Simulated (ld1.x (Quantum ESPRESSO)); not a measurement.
**What the settings do to the RRKJ potential of indium**

Base potential:

ld1.x (Quantum ESPRESSO) 7.5 input, shortened:

```
&input
   title='In', zed=49., rel=1, dft='PBE', iswitch=3,
   config='[Kr] 4d10 5s2 5p1 5d-2'
 /
 &inputp
   pseudotype=2, tm=.false., rho0=0.001, lloc=-1, rcloc=2.25,
   nlcc=.true., new_core_ps=.true., rcore=1.05
 /
3
5S  1  0   2.00   0.00  2.10  2.10  0.0
5P  2  1   1.00   0.00  3.10  3.10  0.0
5D  3  2  -2.00   0.20  3.40  3.40  0.0
 &test
   configts(1)='5s2 5p1'
 /
```

Cutoffs, loose and tight: the cutoffs (Ry, on a coarse ladder) from which the occupation-weighted sum of valence levels, in a spherical-Bessel basis at the reference potential, stays within 10 and 1 mRy of its value at 400 Ry. They do not see the model core or the augmentation charge, which bear on the density cutoff. Test errors are all-electron minus pseudo excitation energies from the reference, over the configurations 5s2 5p0; 5s1 5p0; 5s2 5p0.5; 5s2 5p1.3; 5s0 5p3; 5s1 5p2; 5s1 5p1. A dash means not determined; rows that change the core or the reference have their own tests.

```tsv
change	outcome	cutoff, loose	cutoff, tight	bound ghosts	largest test error (meV)
base	generated	18 Ry	35 Ry	none	-202
core correction Bessel-smoothed model core inside 0.84 bohr	generated	18 Ry	35 Ry	none	-202
core correction Bessel-smoothed model core inside 1.16 bohr	generated	18 Ry	35 Ry	none	-202
core correction Bessel-smoothed model core inside 1.32 bohr	generated	18 Ry	35 Ry	none	-202
core correction Bessel-smoothed model core inside 1.52 bohr	generated	18 Ry	35 Ry	none	-202
core correction Bessel-smoothed model core inside 1.82 bohr	generated	18 Ry	35 Ry	none	-201
core correction Bessel-smoothed model core inside 2.02 bohr	generated	18 Ry	35 Ry	none	-198
core correction Bessel-smoothed model core inside 2.28 bohr	generated	18 Ry	35 Ry	none	-191
core correction Bessel-smoothed model core inside 2.46 bohr	generated	18 Ry	35 Ry	none	-184
```

Question: What comes out with this change to the base: core correction none?

Answer: outcome: generated; cutoff, loose: 18 Ry; cutoff, tight: 35 Ry; bound ghosts: none; largest test error (meV): +118.
